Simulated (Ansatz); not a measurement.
Geometry optimisation, Ansatz 0.2.0, RKS PBE0-D4/def2-mTZVP.

The input (input.yaml):

```yaml
crystal:
  periodic: [false, false, false]
  atoms:
    - { symbol: Si, position_ang: [-0.6449, -0.0183, -0.9318] }
    - { symbol: Cl, position_ang: [0.1715, -2.3422, -0.5489] }
    - { symbol: H, position_ang: [0.1036, -0.2232, -2.1649] }
    - { symbol: H, position_ang: [-1.6142, -0.4507, 0.0667] }
    - { symbol: "N", position_ang: [-1.4739, 1.4106, -1.4158] }
    - { symbol: H, position_ang: [1.0925, -0.308, 1.3193] }
    - { symbol: "N", position_ang: [0.8849, 0.6284, 0.3863] }
    - { symbol: H, position_ang: [0.8905, -2.0525, 1.0216] }
    - { symbol: O, position_ang: [1.1841, -1.3583, 2.0433] }
    - { symbol: H, position_ang: [-1.1855, 2.0079, -2.1701] }
    - { symbol: H, position_ang: [-2.1766, 1.855, -0.8518] }
    - { symbol: H, position_ang: [1.7519, 0.7345, -0.118] }
    - { symbol: H, position_ang: [0.6398, 1.5135, 0.8041] }
    - { symbol: H, position_ang: [0.3763, -1.3967, 2.5599] }
basis:
  gaussian: { orbitals: def2-mTZVP }
hamiltonian:
  xc: pbe0
  dispersion: d4
relax:
  f_tol: 0.15
  max_steps: 25
  restrain:
    - { distance: [0, 6], at: 1.82, k: 30.0 }
    - { distance: [5, 8], at: 0.97, k: 30.0 }
    - { distance: [7, 1], at: 1.33, k: 30.0 }
    - { distance: [0, 1], at: 3.43, k: 30.0 }
    - { distance: [5, 6], at: 2.32, k: 30.0 }
    - { distance: [7, 8], at: 2.27, k: 30.0 }
```

Launched with:

```bash
$ ansatz run input.yaml --threads 4 --pin off --max-ram 5120MiB --backend cpu --events-out ev --progress --plain --runs-dir out
```

Problem. Where does it end, and by what steps?

Solution. The run converged. The restraints hold the end off the free minimum. After 14 steps the energy has fallen by 0.846 eV (the restraints' own energy left out); Cl2 moved furthest, 0.75 Å. Joined: Cl2–H8 (1.75 → 1.32 Å), H6–O9 (1.28 → 0.97 Å).

```json
{"step": "0", "energy less start (eV)": "0.0000", "largest force component (eV/Å)": "2.829", "accepted": "yes"}
{"step": "1", "energy less start (eV)": "0.0081", "largest force component (eV/Å)": "2.968", "accepted": "yes"}
{"step": "2", "energy less start (eV)": "-0.1568", "largest force component (eV/Å)": "3.916", "accepted": "yes"}
{"step": "3", "energy less start (eV)": "-0.2896", "largest force component (eV/Å)": "2.557", "accepted": "yes"}
{"step": "4", "energy less start (eV)": "-0.6245", "largest force component (eV/Å)": "1.841", "accepted": "yes"}
{"step": "5", "energy less start (eV)": "-0.7645", "largest force component (eV/Å)": "0.704", "accepted": "yes"}
{"step": "6", "energy less start (eV)": "-0.7888", "largest force component (eV/Å)": "0.996", "accepted": "yes"}
{"step": "7", "energy less start (eV)": "-0.8069", "largest force component (eV/Å)": "0.708", "accepted": "yes"}
{"step": "8", "energy less start (eV)": "-0.7896", "largest force component (eV/Å)": "0.665", "accepted": "no"}
{"step": "9", "energy less start (eV)": "-0.8111", "largest force component (eV/Å)": "0.603", "accepted": "yes"}
{"step": "10", "energy less start (eV)": "-0.8200", "largest force component (eV/Å)": "0.586", "accepted": "yes"}
{"step": "11", "energy less start (eV)": "-0.8200", "largest force component (eV/Å)": "0.641", "accepted": "yes"}
{"step": "12", "energy less start (eV)": "-0.8271", "largest force component (eV/Å)": "0.629", "accepted": "yes"}
{"step": "13", "energy less start (eV)": "-0.8367", "largest force component (eV/Å)": "0.768", "accepted": "yes"}
{"step": "14", "energy less start (eV)": "-0.8465", "largest force component (eV/Å)": "0.734", "accepted": "yes"}
```

```xyz
14
Properties=species:S:1:pos:R:3
Si -0.620 0.336 -0.970
Cl 0.792 -2.770 -0.584
H -0.164 -0.317 -2.226
H -1.547 -0.552 -0.228
N -1.517 1.791 -1.192
H 0.979 -0.519 1.933
N 0.841 0.720 -0.013
H 0.958 -2.570 0.706
O 1.112 -1.262 2.543
H -1.235 2.511 -1.840
H -2.516 1.794 -1.055
H 1.725 0.450 -0.424
H 0.888 1.685 0.289
H 0.303 -1.296 3.063
```

Time of the run: 60 s on 4 threads of Arm Neoverse N1 (shared host), peak memory 0.33 GiB.
